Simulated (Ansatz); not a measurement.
Isolated molecules relaxed with PBE0-D4/def2-TZVP in Ansatz; ΔE leaves out vibrations. CCSD(T)/CBS adds triple-zeta CCSD(T) − MP2 to the extrapolated MP2 energy (def2 sets, frozen cores). This one scheme is used for every species. Functionals use def2-TZVPP. B3LYP here is the variant with VWN-RPA as its local correlation; programs differ in this. HSE06 is defined as in plane-wave codes. No spin–orbit coupling; open shells (•) take unrestricted orbitals. def2 core potentials past Kr. For I outer-core shells are correlated without core-valence functions, which leaves a few kJ/mol of doubt a bond.

Reaction (hydrogen abstraction from the Si–H bond): `F[SiH2]I` + `[OH]`• → `F[SiH]I`• + H₂O

```
             level  ΔE (kcal/mol)  difference from CCSD(T)/CBS
            PBE-D4          -34.9                         -5.8
          B3LYP-D4          -28.7                          0.4
        r2SCANh-D4          -28.6                          0.5
        r2SCAN0-D4          -26.8                          2.3
          HSE06-D4          -30.1                         -1.0
          BHLYP-D4          -22.3                          6.8
           ωB97X-V          -26.2                          2.9
          PBE-QIDH          -28.4                          0.7
            r2SCAN          -29.9                         -0.8
       HF/def2-SVP           -8.3                         20.8
      MP2/def2-SVP          -28.3                          0.8
SCS-MP2/def2-TZVPP          -28.2                          0.9
   CCSD/def2-TZVPP          -25.3                          3.8
    MP2/def2-QZVPP          -33.9                         -4.8
SCS-MP2/def2-QZVPP          -29.4                         -0.3
      HF/CBS(def2)          -10.2                         18.9
       CCSD(T)/CBS          -29.1                            0
```

Largest T1 diagnostic among the species: 0.013.

From r2SCAN to r2SCAN0 (25 % exact exchange), in def2-TZVPP and without D4, ΔE moves by +3.0 kcal/mol. At CCSD(T), def2-SVP lies +5.7 kcal/mol from the extrapolated value and def2-TZVPP +2.1 kcal/mol.
